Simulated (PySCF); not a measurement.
**Excitation energy of Cl²⁺ by level of theory**

Cl²⁺ [Ne] 3s2 3p3 (4S) → Cl²⁺ [Ne] 3s2 3p2 4s1 (4P), as a difference of total energies. All numbers are calculated (PySCF 2.14, scalar relativity by spin-free X2C-1e, in x2c-TZVPPall with one added diffuse shell each of s, p, d type (6s6p4d1f, 51 functions)). Correlated levels: valence and next inner shell: 1s2 frozen. The calculations carry no spin-orbit coupling.

```json
{"method": "UHF", "excitation energy (eV)": "21.538"}
{"method": "MP2 (valence and next inner shell)", "excitation energy (eV)": "21.727"}
{"method": "SCS-MP2 (valence and next inner shell)", "excitation energy (eV)": "21.645"}
{"method": "CCSD (valence and next inner shell)", "excitation energy (eV)": "21.651"}
{"method": "CCSD(T) (valence and next inner shell)", "excitation energy (eV)": "21.630"}
```

Question: How much does correlation contribute at CCSD(T) (valence and next inner shell)?

Answer: 21.630 − (21.538) = 0.092 eV, measured against UHF.

A first-order spin-orbit estimate (lowest level to lowest level, LS coupling) adds -0.084 eV.

The promoted electron is Rydberg-like, and one or two diffuse shells describe it only roughly, which tends to raise the upper state.
